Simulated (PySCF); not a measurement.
Stepwise substitution at one centre (B NH2-SH). Gas-phase values, no solvent. One relaxed conformer stands for each flexible species; it need not be the lowest. Strings in code marks are SMILES.

Level of theory: PBE-D3(BJ)/def2-TZVP // PBE0-D4/def2-TZVP run with PySCF. Excitations are Tamm–Dancoff values on a coarser integration grid. The basis has no diffuse functions, so Rydberg states are missing or too high.

```tsv
species	LUMO (eV)	S1 excitation (TDA) (eV)
0 of 3 NH2 replaced by SH	–	…
1 of 3 NH2 replaced by SH	-0.39	5.27
2 of 3 NH2 replaced by SH	-0.85	5.20
3 of 3 NH2 replaced by SH (`SB(S)S`)	-1.59	4.84
```

Problem. Some entries are withheld; supply them.

Solution. 
- 0 of 3 NH2 replaced by SH, S1 excitation (TDA) (eV): 5.25
